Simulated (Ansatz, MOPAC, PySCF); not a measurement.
Noncovalent pair: HCl (SMILES Cl) (first 2 atoms) with ClH3Si (SMILES [SiH3]Cl); geometry from B3LYP-D3(BJ)/def2-TZVP, rigid monomers moved along the line of their centres of mass till H2···Cl4 is 3.45 Å.
(charge 0, multiplicity 1):
```xyz
7

Cl    -0.31354    -0.41779     0.96920
H      0.58980    -0.10066     1.83216
Si    -0.31850     0.58999     5.73000
Cl     1.63233     0.72642     5.01496
H     -0.79081    -0.78575     5.49725
H     -1.13860     1.57007     4.99726
H     -0.27782     0.90180     7.17074
```

Interaction energies are E(AB) − E(A) − E(B) at the monomers' geometry in the complex; basis-set methods are counterpoise corrected. Rows marked so take none.

Frozen-core correlation. CBS: X⁻³ extrapolation of the correlation energy, Hartree–Fock from the larger set. Rows in 3-21G, 6-31G*, STO-3G carry no dispersion term and start afresh at each structure (6-31G* with six Cartesian d functions). MP2/6-31G* freezes PySCF's default core. The state reached by PM7 isn't checked; PM7 holds dispersion and hydrogen-bond terms.

Programs: Ansatz (a quantum-chemistry and plane-wave program) with Gaussian orbitals; MOPAC for PM7 (differences of heats of formation); PySCF for 3-21G rows, 6-31G* rows, STO-3G rows, the dispersion terms. 

Other levels give for the interaction energy: PBE/def2-TZVPPD -0.95; B3LYP/def2-TZVPPD -0.55; B3LYP-D3(BJ)/def2-TZVPPD -1.35; wB97M-V/def2-TZVPPD -1.20; MP2/CBS(aug-cc-pV(D+d)Z, aug-cc-pV(T+d)Z) + ΔCCSD(T)/aug-cc-pV(D+d)Z -1.23 kcal/mol.

### Question
What do these common cheap choices give for the same quantity: PM7, HF/STO-3G (no counterpoise), HF/3-21G (no counterpoise), HF/6-31G*, BP86/6-31G* (no counterpoise), B3LYP/3-21G (no counterpoise), MP2/6-31G*, MP2/6-31G* (no counterpoise)?

### Answer
PM7 -1.57; HF/STO-3G (no counterpoise) -0.92; HF/3-21G (no counterpoise) -1.26; HF/6-31G* -0.79; BP86/6-31G* (no counterpoise) -0.72; B3LYP/3-21G (no counterpoise) -1.29; MP2/6-31G* -1.01; MP2/6-31G* (no counterpoise) -1.30 kcal/mol. They span -1.57 to -0.72 kcal/mol.
